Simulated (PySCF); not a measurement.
Identify the compound

Molecular formula: C₂H₂F₃NO. Simulated spectra:

¹H NMR (500 MHz, computed): δ 5.37 (br, 1H), 4.79 (br, 1H).

¹³C{¹H} NMR (computed): δ 159.3 (C, q, J = 38.6 Hz), 125.9 (C, q, J = 366.7 Hz).

Method: coordinates at the GFN2-xTB level, PBE0/pcSseg-1 with gauge-including orbitals, J couplings at B3LYP/pcJ-1, in PySCF 2.14 (equivalent nuclei averaged, in vacuum, one conformer, no relativistic terms).

Referencing at the same level of theory: TMS for ¹H, ¹³C.

Question: Deduce the structure.

Answer: 
- The formula gives 1 degree of unsaturation (no ring in the answer).
- 2 carbon signals for 2 carbons: no two carbons are equivalent.
- Carbon types of the structure: 2 × C, leaving 2 H on heteroatoms.
- δC 159.3: amide carbonyl carbon; it is a carbonyl in resonance with an O or N lone pair, the region of acids, esters and amides.
- δC 125.9: CF3 carbon; 3 electronegative neighbours deshield it.
- δH 5.37, 4.79: hydrogen on an amide-type nitrogen; exchangeable, gas-phase position.

These data were computed for SMILES C(C(N)=O)(F)(F)F.

The data come from this structure; uniqueness wasn't tested.

OH/NH shifts are gas-phase values; hydrogen bonding in solution moves them, usually downfield. Rotation about the amide-type C–N bond is slow at room temperature, so the two groups on nitrogen are listed apart. Common functionals overestimate the size of one-bond C–F couplings by tens of Hz; these are unscaled. Shifts are as computed. Against solution values, carbons near 30 ppm lie about +3 ppm off and those near 130 ppm about +5 ppm. Of 1211 compounds with measured shifts, 218 miss one by over three times the rms of a fit or turn the order of signals round; such compounds aren't used in these exercises. Hydrogen bonding in solution deshields acid and N–H amide carbonyl carbons by as much as 10 ppm beyond these values.
